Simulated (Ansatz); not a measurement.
Relaxation of a periodic cell of 19 atoms, PdC18 (surface graphene monolayer, adsorbate Pd), to a largest force component of 0.03 eV/Å in at most 60 steps.

All numbers below come from DFT PBE, scalar-relativistic, plane waves, PAW in Ansatz. Settings: cutoff 420 eV, k mesh 2x2x1, fermi-dirac smearing 0.05 eV, no spin polarisation.

```xyz
19
Lattice="7.3980 0.0000 0.0000 -3.6990 6.4069 0.0000 0.0000 0.0000 12.0000" Properties=species:S:1:pos:R:3
C 0.000 0.000 1.000
C 1.233 0.712 1.000
C -1.233 2.136 1.000
C 0.000 2.847 1.000
C -2.466 4.271 1.000
C -1.233 4.983 1.000
C 2.466 0.000 1.000
C 3.699 0.712 1.000
C 1.233 2.136 1.000
C 2.466 2.847 1.000
C 0.000 4.271 1.000
C 1.233 4.983 1.000
C 4.932 0.000 1.000
C 6.165 0.712 1.000
C 3.699 2.136 1.000
C 4.932 2.847 1.000
C 2.466 4.271 1.000
C 3.699 4.983 1.000
Pd 5.343 -0.237 3.150
```

Problem. Where does it end, and by what steps?

Solution. It converged. Limits of this set-up: coarse k mesh, slab without dipole correction. After 7 steps the energy has fallen by 0.093 eV; Pd19 moved furthest, 0.12 Å.

```
step  energy less start (eV)  largest force component (eV/Å)  accepted
   0                  0.0000                           0.635       yes
   1                 -0.0704                           0.391       yes
   2                 -0.0876                           0.288       yes
   3                 -0.0815                           0.315        no
   4                 -0.0899                           0.219       yes
   5                 -0.0925                           0.066       yes
   6                 -0.0926                           0.083       yes
   7                 -0.0929                           0.017       yes
```

```xyz
19
Lattice="7.3980 0.0000 0.0000 -3.6990 6.4069 0.0000 0.0000 0.0000 12.0000" Properties=species:S:1:pos:R:3
C 0.015 -0.009 0.996
C 1.236 0.710 0.977
C -1.223 2.138 1.015
C 0.003 2.846 1.002
C -2.457 4.266 0.952
C -1.229 4.981 0.975
C 2.471 -0.005 0.971
C 3.688 0.718 1.000
C 1.241 2.131 0.993
C 2.470 2.846 0.977
C 0.003 4.261 1.015
C 1.237 4.968 1.073
C 4.932 0.000 1.084
C 6.180 0.716 1.073
C 3.705 2.134 0.971
C 4.936 2.845 0.975
C 2.481 4.262 0.996
C 3.706 4.979 0.957
Pd 5.241 -0.178 3.149
```

Run time: 39 s on 1 CPU thread of a shared host.
